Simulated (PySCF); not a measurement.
Coordinates in bohr (charge 0 multiplicity 4):
```
Mo    0.0000    0.0000    0.0000
Cl    4.2608    0.0000    0.0000
Cl   -2.1304    3.6900    0.0000
Cl   -2.1304   -3.6899    0.0000
```

Level of theory: UPBE0 in PySCF with Mo def2-SVP with ECP28, Cl def2-SVP; scalar-relativistic core potentials, no spin–orbit coupling; density-fitted integrals.

This geometry of MoCl3 is a stationary point at this level.

What is the point group?

D3h.

Is it a minimum?

Yes: all harmonic wavenumbers are real.

Which band is strongest in the infrared?

438 cm⁻¹ (e'), 178 km/mol.

Give the ideal-gas entropy at 298.15 K and 1 bar by parts.

translation 175.1, rotation 106.2, vibration 58.2, spin 11.5; total 351.0 J/(mol K).

What is the atomisation energy, with and without zero-point energy?

1122 kJ/mol without, 1113 kJ/mol with.

This need not be the most stable arrangement of these atoms. Other spin states or occupations of the open shell can lie lower.
